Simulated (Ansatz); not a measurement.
Reaction (substitution at a C–Si bond): `O[SiH2]/C=C/Cl` + CH₃OH → `CO/C=C/Cl` + `O[SiH3]`

Calculated with Ansatz (gas phase, PBE0-D4/def2-TZVP geometries, no zero-point term in ΔE). CCSD(T)/CBS is the MP2 limit (def2-TZVPP, def2-QZVPP) plus CCSD(T) − MP2 in def2-TZVPP, frozen cores. This one scheme is used for every species. Double bonds are as drawn, so ΔE can hold a change between cis and trans. Each species was taken in one conformer, which may not be the lowest.

`O[SiH2]/C=C/Cl`:

```xyz
10

O     1.855    0.547   -0.130
Si    0.790   -0.128    0.932
C    -0.904   -0.247    0.181
C    -1.162    0.294   -1.001
Cl   -2.700    0.233   -1.779
H     2.256   -0.029   -0.781
H     1.229   -1.493    1.337
H     0.767    0.755    2.123
H    -1.704   -0.764    0.706
H    -0.427    0.832   -1.587
```

CH₃OH:

```xyz
6

C     0.054    0.280   -0.213
O    -0.686   -0.640    0.556
H    -0.659    0.984   -0.643
H     0.596   -0.202   -1.036
H     0.771    0.849    0.393
H    -0.077   -1.272    0.943
```

`CO/C=C/Cl`:

Cartesian coordinates in Å:
```
C 0.265 1.297 1.048
O -0.539 0.616 0.108
C 0.052 -0.447 -0.473
C -0.661 -1.381 -1.090
Cl 0.094 -2.691 -1.905
H -0.287 2.185 1.350
H 0.459 0.675 1.928
H 1.219 1.601 0.603
H 1.139 -0.488 -0.437
H -1.741 -1.366 -1.133
```

`O[SiH3]`:

Cartesian coordinates in Å:
```
O -0.024 -0.571 1.147
Si -0.039 0.014 -0.393
H 0.212 0.033 1.852
H -1.016 1.127 -0.549
H -0.432 -1.124 -1.255
H 1.300 0.521 -0.802
```

```json
{"species": "`O[SiH2]/C=C/Cl`", "CCSD/def2-TZVPP energy (Eh)": "-902.97784"}
{"species": "CH₃OH", "CCSD/def2-TZVPP energy (Eh)": "-115.54074"}
{"species": "`CO/C=C/Cl`", "CCSD/def2-TZVPP energy (Eh)": "-651.87977"}
{"species": "`O[SiH3]`", "CCSD/def2-TZVPP energy (Eh)": "-366.61114"}
```

(1) Work out ΔE.

Largest T1 diagnostic among the species: 0.012.

Answers

(1) ΔE = (-651.87977) + (-366.61114) − (-902.97784) − (-115.54074) = 0.02767 Eh = +72.6 kJ/mol. CCSD(T)/CBS gives +76.8 kJ/mol.

The D4 term adds +4.0 kJ/mol with B3LYP and +2.2 kJ/mol with PBE0; it sums over pairs of atoms, weighted by their polarisabilities, and B3LYP, whose exchange is more repulsive, gets the larger term. From PBE to PBE0 (25 % exact exchange), in def2-TZVPP and without D4, ΔE moves by +3.3 kJ/mol.

B3LYP here is the variant with VWN-RPA as its local correlation; programs differ in this.
